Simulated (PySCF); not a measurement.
Isomers of C7H9NO2.

All values: PBE0/pcSseg-1 (PySCF) at GFN2-xTB geometries, gas phase, one conformer each.

(1) Rank by HOMO–LUMO gap, lowest first.
A. `[N:1]#[C:2][CH2:3][C@@H:4]1[CH2:5][C:6](=[O:7])[CH2:8][CH2:9][O:10]1` with C2–C3–C4–C5 -63°, C3–C4–C5–C6 -175°, C4–C5–C6–O7 -125°, C5–C6–C8–C9 -52°, C6–C8–C9–O10 56°
B. `[CH3:1][O:2][C@H:3]1[CH2:4][CH2:5][C:6]([C:7]#[N:8])=[CH:9][O:10]1` with C1–O2–C3–C4 172°, O2–C3–C4–C5 61°, C3–C4–C5–C6 49°, C4–C5–C6–C7 159°, C6–C9–O10–C3 -9°
C. `[CH3:1][C:2](=[O:3])[O:4][C@@H:5]1[CH2:6][CH2:7][C@H:8]1[C:9]#[N:10]` with C1–C2–O4–C5 -178°, C2–O4–C5–C6 -121°, O4–C5–C6–C7 -129°, C5–C6–C7–C8 13°, C6–C7–C8–C9 -132°, O4–C5–C8–C7 130°
D. `[CH3:1][CH2:2][O:3][c:4]1[cH:5][cH:6][n+:7]([O-:8])[cH:9][cH:10]1` with C1–C2–O3–C4 -79°, C2–O3–C4–C5 -2°
E. `[CH3:1][N:2]([CH3:3])[C:4](=[O:5])[C@H:6]1[CH:7]=[CH:8][C:9]1=[O:10]` with C1–N2–C4–O5 180°, N2–C4–C6–C7 -175°
F. `[CH3:1][C:2]([CH3:3])([C:4]#[N:5])[CH2:6][C:7](=[O:8])[CH:9]=[O:10]` with C1–C2–C6–C7 60°, C2–C6–C7–O8 5°, C6–C7–C9–O10 -2°

(2) Rank by LUMO energy, highest first.
A. `[O:1]=[CH:2]/[CH:3]=[C:4]1/[CH2:5][C@@H:6]1[CH2:7][NH:8][CH:9]=[O:10]` with O1–C2–C3–C4 -12°, C5–C6–C7–N8 -156°, C6–C7–N8–C9 -119°, C7–N8–C9–O10 -5°
B. `[CH3:1][O:2][c:3]1[cH:4][cH:5][c:6]([O:7][CH3:8])[n:9][cH:10]1` with C1–O2–C3–C4 180°, C5–C6–O7–C8 180°
C. `[CH3:1][CH2:2][O:3][c:4]1[cH:5][cH:6][n+:7]([O-:8])[cH:9][cH:10]1` with C1–C2–O3–C4 -79°, C2–O3–C4–C5 -2°
D. `[CH3:1][N:2]([CH3:3])[C:4](=[O:5])[C@H:6]1[CH:7]=[CH:8][C:9]1=[O:10]` with C1–N2–C4–O5 180°, N2–C4–C6–C7 -175°
E. `[CH3:1][C:2]([CH3:3])([C:4]#[N:5])[CH2:6][C:7](=[O:8])[CH:9]=[O:10]` with C1–C2–C6–C7 60°, C2–C6–C7–O8 5°, C6–C7–C9–O10 -2°
F. `[CH3:1][C:2](=[O:3])[O:4][C@@H:5]1[CH2:6][CH2:7][C@H:8]1[C:9]#[N:10]` with C1–C2–O4–C5 -178°, C2–O4–C5–C6 -121°, O4–C5–C6–C7 -129°, C5–C6–C7–C8 13°, C6–C7–C8–C9 -132°, O4–C5–C8–C7 130°

(3) Rank by HOMO energy, lowest first.
A. `[CH3:1][C:2]([CH3:3])([C:4]#[N:5])[CH2:6][C:7](=[O:8])[CH:9]=[O:10]` with C1–C2–C6–C7 60°, C2–C6–C7–O8 5°, C6–C7–C9–O10 -2°
B. `[CH3:1][O:2][c:3]1[cH:4][cH:5][c:6]([O:7][CH3:8])[n:9][cH:10]1` with C1–O2–C3–C4 180°, C5–C6–O7–C8 180°
C. `[CH2:1]=[CH:2][C@H:3]([CH2:4][C:5]#[N:6])[O:7][C:8]([CH3:9])=[O:10]` with C1–C2–C3–C4 -108°, C2–C3–C4–C5 58°, C2–C3–O7–C8 -158°, C3–O7–C8–C9 177°
D. `[CH3:1][CH2:2][O:3][c:4]1[cH:5][cH:6][n+:7]([O-:8])[cH:9][cH:10]1` with C1–C2–O3–C4 -79°, C2–O3–C4–C5 -2°
E. `[N:1]#[C:2][CH2:3][C@@H:4]1[CH2:5][C:6](=[O:7])[CH2:8][CH2:9][O:10]1` with C2–C3–C4–C5 -63°, C3–C4–C5–C6 -175°, C4–C5–C6–O7 -125°, C5–C6–C8–C9 -52°, C6–C8–C9–O10 56°
F. `[CH3:1][O:2][C@H:3]1[CH2:4][CH2:5][C:6]([C:7]#[N:8])=[CH:9][O:10]1` with C1–O2–C3–C4 172°, O2–C3–C4–C5 61°, C3–C4–C5–C6 49°, C4–C5–C6–C7 159°, C6–C9–O10–C3 -9°

Results:

(1) F (4.68 eV), D (4.89 eV), E (5.40 eV), B (6.39 eV), A (6.63 eV), C (8.37 eV).

(2) F (0.04 eV), B (-0.65 eV), C (-0.87 eV), D (-1.61 eV), A (-2.32 eV), E (-3.19 eV).

(3) C (-8.26 eV), A (-7.87 eV), E (-7.51 eV), F (-7.12 eV), B (-6.18 eV), D (-5.76 eV).

All values together:

```json
{"SMILES": "N#CC[C@@H]1CC(=O)CCO1", "μ (D)": "4.91", "HOMO (eV)": "-7.51", "LUMO (eV)": "-0.89", "lowest IAO charge (e)": "-0.396 (O)", "highest IAO charge (e)": "+0.391 (C)", "lowest Hirshfeld charge (e)": "-0.232 (O)", "highest Hirshfeld charge (e)": "+0.166 (C)"}
{"SMILES": "O=C/C=C1/C[C@@H]1CNC=O", "μ (D)": "5.72", "HOMO (eV)": "-7.14", "LUMO (eV)": "-2.32", "lowest IAO charge (e)": "-0.503 (O)", "highest IAO charge (e)": "+0.302 (C)", "lowest Hirshfeld charge (e)": "-0.300 (O)", "highest Hirshfeld charge (e)": "+0.127 (C)"}
{"SMILES": "CO[C@H]1CCC(C#N)=CO1", "μ (D)": "5.51", "HOMO (eV)": "-7.12", "LUMO (eV)": "-0.73", "lowest IAO charge (e)": "-0.390 (O)", "highest IAO charge (e)": "+0.261 (C)", "lowest Hirshfeld charge (e)": "-0.238 (N)", "highest Hirshfeld charge (e)": "+0.117 (C)"}
{"SMILES": "CC(C)(C#N)CC(=O)C=O", "μ (D)": "3.35", "HOMO (eV)": "-7.87", "LUMO (eV)": "-3.19", "lowest IAO charge (e)": "-0.416 (C)", "highest IAO charge (e)": "+0.337 (C)", "lowest Hirshfeld charge (e)": "-0.230 (N)", "highest Hirshfeld charge (e)": "+0.172 (C)"}
{"SMILES": "CC(=O)O[C@@H]1CC[C@H]1C#N", "μ (D)": "5.08", "HOMO (eV)": "-8.34", "LUMO (eV)": "0.04", "lowest IAO charge (e)": "-0.476 (C)", "highest IAO charge (e)": "+0.531 (C)", "lowest Hirshfeld charge (e)": "-0.254 (O)", "highest Hirshfeld charge (e)": "+0.221 (C)"}
{"SMILES": "C=C[C@H](CC#N)OC(C)=O", "μ (D)": "4.53", "HOMO (eV)": "-8.26", "LUMO (eV)": "-0.43", "lowest IAO charge (e)": "-0.476 (C)", "highest IAO charge (e)": "+0.528 (C)", "lowest Hirshfeld charge (e)": "-0.253 (O)", "highest Hirshfeld charge (e)": "+0.222 (C)"}
{"SMILES": "COc1ccc(OC)nc1", "μ (D)": "1.47", "HOMO (eV)": "-6.18", "LUMO (eV)": "-0.65", "lowest IAO charge (e)": "-0.335 (O)", "highest IAO charge (e)": "+0.307 (C)", "lowest Hirshfeld charge (e)": "-0.168 (N)", "highest Hirshfeld charge (e)": "+0.124 (C)"}
{"SMILES": "CCOc1cc[n+]([O-])cc1", "μ (D)": "5.39", "HOMO (eV)": "-5.76", "LUMO (eV)": "-0.87", "lowest IAO charge (e)": "-0.544 (O)", "highest IAO charge (e)": "+0.281 (N)", "lowest Hirshfeld charge (e)": "-0.321 (O)", "highest Hirshfeld charge (e)": "+0.110 (N)"}
{"SMILES": "CN(C)C(=O)[C@H]1C=CC1=O", "μ (D)": "2.49", "HOMO (eV)": "-7.01", "LUMO (eV)": "-1.61", "lowest IAO charge (e)": "-0.514 (O)", "highest IAO charge (e)": "+0.409 (C)", "lowest Hirshfeld charge (e)": "-0.290 (O)", "highest Hirshfeld charge (e)": "+0.161 (C)"}
```

Conformers: `[N:1]#[C:2][CH2:3][C@@H:4]1[CH2:5][C:6](=[O:7])[CH2:8][CH2:9][O:10]1` with C2–C3–C4–C5 -63°, C3–C4–C5–C6 -175°, C4–C5–C6–O7 -125°, C5–C6–C8–C9 -52°, C6–C8–C9–O10 56°; `[O:1]=[CH:2]/[CH:3]=[C:4]1/[CH2:5][C@@H:6]1[CH2:7][NH:8][CH:9]=[O:10]` with O1–C2–C3–C4 -12°, C5–C6–C7–N8 -156°, C6–C7–N8–C9 -119°, C7–N8–C9–O10 -5°; `[CH3:1][O:2][C@H:3]1[CH2:4][CH2:5][C:6]([C:7]#[N:8])=[CH:9][O:10]1` with C1–O2–C3–C4 172°, O2–C3–C4–C5 61°, C3–C4–C5–C6 49°, C4–C5–C6–C7 159°, C6–C9–O10–C3 -9°; `[CH3:1][C:2]([CH3:3])([C:4]#[N:5])[CH2:6][C:7](=[O:8])[CH:9]=[O:10]` with C1–C2–C6–C7 60°, C2–C6–C7–O8 5°, C6–C7–C9–O10 -2°; `[CH3:1][C:2](=[O:3])[O:4][C@@H:5]1[CH2:6][CH2:7][C@H:8]1[C:9]#[N:10]` with C1–C2–O4–C5 -178°, C2–O4–C5–C6 -121°, O4–C5–C6–C7 -129°, C5–C6–C7–C8 13°, C6–C7–C8–C9 -132°, O4–C5–C8–C7 130°; `[CH2:1]=[CH:2][C@H:3]([CH2:4][C:5]#[N:6])[O:7][C:8]([CH3:9])=[O:10]` with C1–C2–C3–C4 -108°, C2–C3–C4–C5 58°, C2–C3–O7–C8 -158°, C3–O7–C8–C9 177°; `[CH3:1][O:2][c:3]1[cH:4][cH:5][c:6]([O:7][CH3:8])[n:9][cH:10]1` with C1–O2–C3–C4 180°, C5–C6–O7–C8 180°; `[CH3:1][CH2:2][O:3][c:4]1[cH:5][cH:6][n+:7]([O-:8])[cH:9][cH:10]1` with C1–C2–O3–C4 -79°, C2–O3–C4–C5 -2°; `[CH3:1][N:2]([CH3:3])[C:4](=[O:5])[C@H:6]1[CH:7]=[CH:8][C:9]1=[O:10]` with C1–N2–C4–O5 180°, N2–C4–C6–C7 -175°.
